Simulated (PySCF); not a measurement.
Level of theory: CAM-B3LYP-D3(BJ)/def2-TZVP (PySCF). All species are isolated molecules in the gas phase. One relaxed conformer stands for a flexible species; it need not be the lowest. 

Reference species (SMILES): `[OH][Ga]([OH])[OH]` (neutral, multiplicity 1).

* **HOMO–LUMO gap**: 10.33 eV
* **LUMO**: -0.09 eV

Changed species: `[GaH3]` (3 of 3 OH replaced by H; the reference has 0 of 3 OH replaced by H).

### Question
What does the change do to the HOMO–LUMO gap and LUMO?

### Answer
the HOMO–LUMO gap falls by 1.27 eV, to 9.06 eV; the LUMO decreases by 0.86 eV, to -0.95 eV.
